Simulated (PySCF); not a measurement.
## Core-level binding energies of AlH2Ph

Species: AlH2Ph, C6H7Al.
Cartesian coordinates in Å at the PBE0-D3(BJ)/def2-SVP level; atoms count from 1:
```
atom  x, y, z in Å
Al1    1.4141    2.3186   -0.0016
H2     2.1990    2.7611    1.3107
H3     1.4314    3.2104   -1.3205
C4     0.4056    0.6516    0.0020
C5     0.3645   -0.1790    1.1386
C6    -0.3635   -1.3677    1.1453
C7    -1.0722   -1.7531    0.0072
C8    -1.0501   -0.9501   -1.1333
C9    -0.3193    0.2368   -1.1322
H10    0.9140    0.1076    2.0415
H11   -0.3803   -1.9965    2.0392
H12   -1.6449   -2.6841    0.0091
H13   -1.6041   -1.2528   -2.0255
H14   -0.3134    0.8535   -2.0373
```

Theory: PySCF, delta-SCF UKS SCAN, pcX-2 on the ionised atom, pcseg-1 elsewhere, spin-free X2C. Binding energies are ΔSCF values: E(core-ionised, relaxed orbitals) − E(ground state) at a fixed geometry, referred to the vacuum level.

List the computed XPS lines with their assignment.

| atom(s) | environment | level | binding energy (eV) | above the level's lowest (eV) | count |
| --- | --- | --- | --- | --- | --- |
| Al1 | aluminium bonded to C and 2 H | Al 1s | 1566.47 | 0.00 | 1 |
| C7 | carbon bonded to 2 C and H | C 1s | 290.29 | +0.86 | 1 |
| C6/C8 | carbon bonded to 2 C and H | C 1s | 290.21 | +0.78 | 2 |
| C5/C9 | carbon bonded to 2 C and H | C 1s | 290.18 | +0.75 | 2 |
| C4 | carbon bonded to Al and 2 C | C 1s | 289.43 | 0.00 | 1 |

The listed C 1s values span 0.86 eV, from C4 (bonded to 2 C and Al) to C7 (bonded to 2 C and H). The widest gap between neighbouring values is 0.75 eV, between 289.43 and 290.18 eV. The values 290.18 and 290.21 eV lie too close for their order to be trusted.

Which effective nuclear charge Zeff reproduces each element's mean 1s value in the hydrogen-like formula E = 13.606 eV × Zeff²?

C (Z = 6): mean 290.1 eV, Zeff = 4.62, Z − Zeff = 1.38; Al (Z = 13): mean 1566.5 eV, Zeff = 10.73, Z − Zeff = 2.27. Means run over the listed sites, weighted by atom count.

Which photon energy gives electrons from C 1s of C6/C8 a kinetic energy of 200 eV, and what is their de Broglie wavelength?

hν = 290.21 + 200 = 490.21 eV, recoil neglected; λ = 12.264 Å/√(E/eV) = 0.87 Å.

The first atom of each set that the bonding makes equivalent was ionised and stands for the set. One conformer (not necessarily the lowest) at the PBE0-D3(BJ)/def2-SVP geometry, without solvent, vibrations or thermal averaging.

Time: 1.8 min of wall time; peak memory 0.57 GiB. Hardware: Arm Neoverse V2, one thread, shared host with 96 logical CPUs at a one-minute load of 38.
